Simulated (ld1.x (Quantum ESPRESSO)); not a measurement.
## germanium: excitation energies, all-electron against PAW

* Element: germanium
* Generator: ld1.x (Quantum ESPRESSO) 7.5
* Type: PAW
* Functional: PBEsol
* Relativity: fully relativistic
* Frozen core: [Ne] 3s2
* Valence charge: 20
* Reference configuration: 3p6 3d10 4s1.5 4p2.5
* Partial waves: 4s (bound): rcut 1.40, rcutus 1.75 bohr; 4s channel at -0.5 Ry: rcut 1.40, rcutus 1.75 bohr; 3p (bound): rcut 1.05, rcutus 1.35 bohr; 4p (bound): rcut 1.05, rcutus 1.35 bohr; 3d (bound): rcut 0.70, rcutus 0.85 bohr; 3d channel at -0.05 Ry: rcut 0.70, rcutus 0.85 bohr
* Local potential: all-electron potential smoothed inside 1.40 bohr (lloc = -2)
* Core correction: Bessel-smoothed model core inside 0.50 bohr
* Augmentation charge: BESSEL, radius 0.75 bohr

Open shells are filled in proportion to 2j + 1 (rel_dist='average').

Energies are relative to the spin-unpolarised reference configuration 3p6 3d10 4s1.5 4p2.5; without spin polarisation the order of configurations can differ from experiment. The frozen-core shift is the all-electron ΔE with the core orbitals held at their reference shape minus the fully relaxed ΔE.

Give the all-electron excitation energy and the error of the potential for: 3p6 3d10 4s2 4p2; 3p6 3d10 4s2 4p1; 3p6 3d10 4s2 4p0; 3p6 3d10 4s2 4p2.3; 3p5 3d10 4s2 4p2; 3p6 3d10 4s0 4p4; 3p6 3d10 4s1 4p0.

```
valence configuration  charge  ΔE all-electron (eV)  error AE − PS (meV)  frozen-core shift (meV)
     3p6 3d10 4s2 4p2       0                -3.956                 +0.5                      0.0
     3p6 3d10 4s2 4p1      +1                 3.499                 +1.0                      0.0
     3p6 3d10 4s2 4p0      +2                18.951                 +1.7                      0.0
   3p6 3d10 4s2 4p2.3    -0.3                -4.840                 +0.3                     +0.1
     3p5 3d10 4s2 4p2      +1               121.583                  +12                      +57
     3p6 3d10 4s0 4p4       0                12.249                 +3.5                     +0.1
     3p6 3d10 4s1 4p0      +3                53.739                 -0.2                     +0.4
```

The ghost test of this file was not conclusive.
